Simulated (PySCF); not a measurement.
Sn(H)2(OMe)2, C₂H₈O₂Sn, SMILES [O](C)[SnH2][O]C, B3LYP/def2-SVP optimised geometry.

```
13

Sn    -1.61     0.09     0.00
O      0.39     0.09     0.00
C      1.14    -1.09    -0.06
O     -2.26    -0.77     1.68
C     -2.04    -0.21     2.95
H     -2.20    -0.94    -1.23
H     -2.00     1.76     0.00
H      2.20    -0.82    -0.22
H      1.09    -1.68     0.88
H      0.85    -1.76    -0.89
H     -2.37     0.84     3.03
H     -0.98    -0.25     3.26
H     -2.62    -0.79     3.69
```

Density from B3LYP/def2-TZVP, def2 effective core potentials past Kr run with PySCF at that geometry. The core electrons that the potentials of Sn replace are not part of the density.

Minimum of the electron density along straight lines between bonded atoms, close to the bond critical point (lines longer than 1.1 times the sum of covalent radii, or with two minima, are not listed):

| bond | length / Å | ρ at the minimum / e bohr⁻³ | ∇²ρ there / e bohr⁻⁵ | position (fraction from the first atom) |
|---|---|---|---|---|
| Sn1–O2 | 1.997 | 0.113 | 0.43 | 0.51 |
| O2–C3 | 1.407 | 0.264 | -0.62 | 0.64 |
| Sn1–O4 | 1.997 | 0.113 | 0.43 | 0.51 |
| O4–C5 | 1.408 | 0.264 | -0.62 | 0.64 |
| Sn1–H6 | 1.714 | 0.114 | 0.06 | 0.63 |
| Sn1–H7 | 1.714 | 0.114 | 0.06 | 0.63 |
| C3–H8 | 1.105 | 0.278 | -0.96 | 0.65 |
| C3–H9 | 1.108 | 0.276 | -0.94 | 0.64 |
| C3–H10 | 1.110 | 0.274 | -0.93 | 0.64 |
| C5–H11 | 1.110 | 0.274 | -0.93 | 0.64 |
| C5–H12 | 1.108 | 0.276 | -0.94 | 0.64 |
| C5–H13 | 1.105 | 0.278 | -0.96 | 0.65 |
